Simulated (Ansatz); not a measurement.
Ideal-gas functions of ClH2Sn (`[Cl][SnH2]`) radical at 800 K and 1 bar, from an Ansatz frequency run at PBE0-D4/def2-TZVP.

Molar mass 156.18 g/mol, point group Cs (symmetry number 1), electronic degeneracy 2, moments of inertia 5.547, 153.221, 155.89 u Å². Harmonic wavenumbers (cm⁻¹, unscaled): 363, 478, 556, 680, 1829, 1879.

Use S(trans) = R[1.5 ln M + 2.5 ln T − 1.1517]; rotational temperatures θ = 24.2544 K / I; S(rot) = R[ln(√π/σ · √(T³/θAθBθC)) + 1.5]; for each mode x = 1.438777 ν̃/T, S = R[x/(eˣ − 1) − ln(1 − e⁻ˣ)] and H = RT x/(eˣ − 1); 1 cm⁻¹ = 0.0119627 kJ/mol; R = 8.31446 J/(mol·K).

**Question.** By hand: the entropy, in J/(mol·K).

**Answer.** Translation 192.4. Rotation: θ = 4.3725, 0.1583, 0.1556 K, giving 109.9. Vibration, mode by mode: 12.01, 9.82, 8.65, 7.14, 1.37, 1.28, in all 40.3. Electronic 5.8. Sum 348.4 J/(mol·K).

**Question.** By hand: H − E and G − E in kJ/mol, counted from the electronic energy.

**Answer.** Zero-point energy ½ × 5785 × 0.0119627 = 34.6; thermal vibration 17.8; translation, rotation and pV give 4 RT = 26.6. H − E = 79.0 kJ/mol, and G − E = 79.0 − 800 × 348.4/1000 = -199.7 kJ/mol.

Vibration gives 12 % of the entropy.
